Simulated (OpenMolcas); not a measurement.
## Ta2+: moving or changing the point charges

Ta2+ among 6 point charges of -1.7 e arranged as an octahedron (Oh), 2.2 Å from the ion.
```
   2.2000    0.0000    0.0000  -1.70
   0.0000    2.2000    0.0000  -1.70
  -2.2000    0.0000    0.0000  -1.70
   0.0000   -2.2000    0.0000  -1.70
   0.0000    0.0000    2.2000  -1.70
   0.0000    0.0000   -2.2000  -1.70
```

| Quantity | Value |
| --- | --- |
| Program | OpenMolcas |
| Method | SS-CASPT2, IPEA 0.25 Eh, imaginary shift 0.1 Eh (closed shells correlated: 4f 5s 5p) |
| Basis | ANO-RCC-VDZP [7s6p4d2f1g] |
| Scalar Hamiltonian | DKH2, point nucleus |
| Active space | 3 electrons in 5 orbitals (5d) |
| State averaging | 2S+1 = 4 even, 10 roots; 2S+1 = 2 even, 40 roots |
| Spin-orbit coupling | RASSI with atomic mean-field integrals over the reference wave functions |

Runs around this geometry, states (labels of O, the rotations of Oh). Energies in cm-1 above the lowest state or level, χT in cm3 K/mol.

```json
{"R (Å)": "2.2", "q (e)": "-0.85", "Ground state": "4A2", "First state of that spin": "4T2 8660", "First gap with spin-orbit (degeneracies)": "7160 (4, 4)", "χT at 300 K": "0.807", "First state of another spin": "2E 10420"}
{"R (Å)": "2.2", "q (e)": "-1.7", "Ground state": "4A2", "First state of that spin": "4T2 17700", "First gap with spin-orbit (degeneracies)": "9630 (4, 4)", "χT at 300 K": "1.306", "First state of another spin": "2E 10310"}
{"R (Å)": "2.45", "q (e)": "-1.7", "Ground state": "4A2", "First state of that spin": "4T2 11430", "First gap with spin-orbit (degeneracies)": "8550 (4, 4)", "χT at 300 K": "1.006", "First state of another spin": "2E 10430"}
```

Taking the first state of the same spin as R^-n, n = -ln(11430 / 17700) / ln(2.45 / 2.2) = 4.1 between the shortest and longest distance.

Scaling the charges by -0.85 / -1.7 = 0.50 scales the first state of the same spin by 8660 / 17700 = 0.49; with fixed orbitals a first-order splitting would follow the charge.

Roots that are degenerate in the reference are averaged as groups; the widest CASPT2 spread within a group is 320 cm-1 (the 3-fold group of multiplicity 2 near 45900 cm-1 above the lowest state of its run, R = 2.2, q = -0.85). Shifts and gaps below about the spread of the groups concerned are not significant. Free-ion shares, where given, are those of the reference states; single-state CASPT2 does not remix them. Point charges carry no covalency, so the field is a model and not that of real ligands. No measured value stands beside these numbers.
